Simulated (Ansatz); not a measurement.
The lowest singlet and triplet of NH2 (SMILES [NH2+]); geometries from B3LYP-D3(BJ)/def2-TZVP, each state relaxed from the structure named, with no frequency check.
Singlet (charge 1, multiplicity 1):
```xyz
3

N     -0.0004     0.1372     0.0223
H     -0.8494    -0.4824    -0.0781
H      0.8519    -0.4780    -0.0781
```

A positive gap puts the triplet lower; no zero-point energy. R- takes a restricted singlet. U- takes an unrestricted singlet (broken symmetry where lower, unprojected). The triplet is unrestricted in single-reference levels.

Run with Ansatz (an electronic-structure program). Each number belongs to the level named beside it.

Question: One of these levels gives 23.6 kJ/mol for the gap E(singlet) − E(triplet), vertical, at the singlet's geometry. Which?
A) U-B3LYP/def2-TZVPP (spin-contaminated)
B) U-wB97M-V/def2-TZVPP (spin-contaminated)
C) U-PBE/def2-TZVPP (spin-contaminated)
D) R-PBE0/def2-TZVPP

Answer: C, U-PBE/def2-TZVPP (spin-contaminated). The others give 16.7 (U-B3LYP/def2-TZVPP (spin-contaminated)), 93.5 (R-PBE0/def2-TZVPP), 29.4 (U-wB97M-V/def2-TZVPP (spin-contaminated))

Doubts at one or more of the structures used: a restricted determinant that unrestricted orbitals would lower (R-PBE0/def2-TZVPP).
